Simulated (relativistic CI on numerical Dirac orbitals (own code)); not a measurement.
Ti⁺ in a cubic cluster: 2p photoemission with charge transfer

Computed with a charge-transfer multiplet model of a cubic metal-ligand cluster with up to one ligand hole, Slater and spin-orbit integrals from Dirac-Coulomb-Breit ions, Slater integrals scaled by 0.8. The ground state mixes d3 with configurations of k ligand holes L, whose averages lie at kΔ + k(k − 1)U_dd/2; a core hole lowers each added d electron by U_cd. 20 K, Lorentzian 0.6 eV and Gaussian 0.8 eV FWHM.

Atomic integrals in eV (Slater integrals scaled, ζ unscaled), ground: F2dd 5.409, F4dd 3.320, zeta_d 0.009; with the core hole: F2dd 7.324, F4dd 4.560, zeta_d 0.022, zeta_core 3.746, F2cd 3.920, G1cd 2.783, G3cd 1.577.

Cluster parameters (eV): Δ = 8.4, U_dd = 5.9, 10Dq = 0.3, 10Dq(ligand) = 1.4, V(eg) = 1.9, V(t2g) = -1.03, final-state hopping factor = 0.9.

| Case | n_d | d3 | d4L | S |
| --- | --- | --- | --- | --- |
| U_cd = 7.6 eV | 3.16 | 0.84 | 0.16 | 1.50 |
| U_cd = 8.8 eV | 3.16 | 0.84 | 0.16 | 1.50 |
| U_cd = 9.4 eV | 3.16 | 0.84 | 0.16 | 1.50 |

Weights, n_d and S are thermal averages at 20 K. Binding energies count from the first peak over 30 % of the highest in each spectrum, which can be another peak from case to case. The parameters are a model scan and need not match a compound or its usual spin state. Peaks in eV (height, largest 100):
- U_cd = 7.6 eV: 0.0 (100), 3.0 (19), 6.4 (53), 14.3 (6)
- U_cd = 8.8 eV: 0.0 (100), 3.3 (23), 6.5 (57), 14.3 (10)
- U_cd = 9.4 eV: 0.0 (100), 3.3 (25), 6.5 (59), 14.4 (13)

For the case U_cd = 7.6 eV, Δ = 8.4 eV is larger than U_dd = 5.9 eV, the Mott-Hubbard side of the Zaanen-Sawatzky-Allen scheme. With the core hole the configuration with one ligand hole lies at Δ − U_cd = 0.8, -0.4, -1.0 eV from the one without, in the order of the table; where this is negative the screened configuration lies lower, though the effective hopping of about 3.7 eV (from the holes of the mixed ground state) mixes the two strongly wherever it is as large as the gap.

With at most 1 ligand hole the space is cut while the next configuration still counts, so covalency is underestimated, and a final configuration with one more ligand hole, which can lie low, is missing from the spectra.
